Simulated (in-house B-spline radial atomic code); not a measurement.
## RPA and G0W0 on LDA exchange-only: the antimony ion Sb³⁺

Configuration [Kr] 4d10 5s2, mean-field start LDA exchange-only. Computed with an all-electron radial atomic-structure program (B-spline basis): all electrons, scalar-relativistic (spin-free one-electron X2C), finite nucleus, each spin shell either full or empty, empty states to l = 9 with an (l + 1/2)⁻⁴ tail; G0W0 by contour deformation at full frequency.

Command:
```bash
python run_gw.py task.json out
```
Settings (radii: box in bohr, nucleus in fm):
```
Z                        51
electrons                48
configuration            [Kr] 4d10 5s2
hamiltonian              x2c
method                   lda,
lmax                     9
rms_radius               4.6802
spin_polarised           False
box_radius               14.14
intervals                68
ion_configuration        [Kr] 4d10 5s1
```

Time taken, with all properties: 13 s on 1 thread of Arm Neoverse N1 (shared host).

Energies (hartree):

```
                                     term        value
                         mean-field total  -6468.02836
Hartree-Fock functional on these orbitals  -6476.19647
                      direct second order      -4.4352
                    second-order exchange       1.2171
                         SOSEX correction       1.1223
```

(1) What is the RPA correlation energy, and what remains with SOSEX?

Quasi-particle levels (eV):

```
level  occupied  mean field  Σx - vxc     Σc  QP weight     G0W0
   5s       yes      -37.99     -4.05      ?          ?        ?
   5p        no     -28.023      4.37  -1.55      0.951  -25.198
```

G0W0 = mean field + (Σx - vxc) + Σc, with Σc (partial-wave tail included) taken at the quasi-particle energy. Only the outer levels were computed. Levels of low weight are left out.

(2) Where does G0W0 put 5s?

(3) What does it cost to remove one electron (to [Kr] 4d10 5s1) by differences of total energies, each species on its own start (correlation terms add to the Hartree-Fock functional)?

Results:

(1) RPA gives -3.8536 hartree (-2.18 eV per electron); RPA + SOSEX gives -2.7313, and the second-order doubles -3.2182 hartree (no singles). RPA lacks exchange-type terms and so overcorrelates at short range.

(2) At -44.32 eV, with Σc = -2.27 eV and a quasi-particle weight of 0.950. The tabulated removal energy is 43.804 ± 0.025 eV (NIST, measured); the calculation leaves out spin-orbit coupling, Breit and QED terms, and what these don't explain is the method's own error.

(3) LDA exchange-only 42.95 eV, Hartree-Fock functional 41.58 eV, + RPA 44.22 eV, + RPA + SOSEX 43.62 eV, + second order 45.25 eV. Tabulated: 43.804 ± 0.025 eV (NIST, measured); the calculation leaves out spin-orbit coupling, Breit and QED terms, and what these don't explain is the method's own error.
